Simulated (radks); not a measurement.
The numbers below are computed, except where a source is named.
Ionisation of Sb, [Kr] 4d10 5s2 5p3, to Sb+, [Kr] 4d10 5s2 5p2, under several functionals. Dirac Kohn-Sham, spin-unpolarised, spherical densities, finite nucleus; open shells fill j = l - 1/2 first; a radial shooting solver on a logarithmic mesh with Libxc functionals.

functional                                      E(Sb) (hartree)  Exc (hartree)  IE (eV)  -e(HOMO) (eV)  <r> HOMO (bohr)  IE error (eV)
exchange-only PBE                                   -6480.63227     -167.85584    7.170          3.782            3.075         -1.439
BP86                                                -6484.49400     -171.77830    8.101          4.644            2.970         -0.508
exchange-only LDA                                   -6472.97646     -160.10779    7.073          3.669            3.040         -1.536
LDA (Slater exchange, Perdew-Wang correlation)      -6477.85121     -165.05296    8.147          4.671            2.967         -0.462
PBE                                                 -6483.33638     -170.60772    7.960          4.516            2.982         -0.648

NIST Atomic Spectra Database: 8.608 eV (measured). Closest: LDA (Slater exchange, Perdew-Wang correlation). The Delta-SCF values span 1.07 eV, the total energies 11.52 hartree. The highest occupied level is 5p3/2. Spin polarisation and multiplet splitting are left out, so open shells lie too high by an amount that depends on their filling.

Beside tabulated values, note that spin-unpolarised runs miss the spin-polarisation part of the exchange energy of open shells.
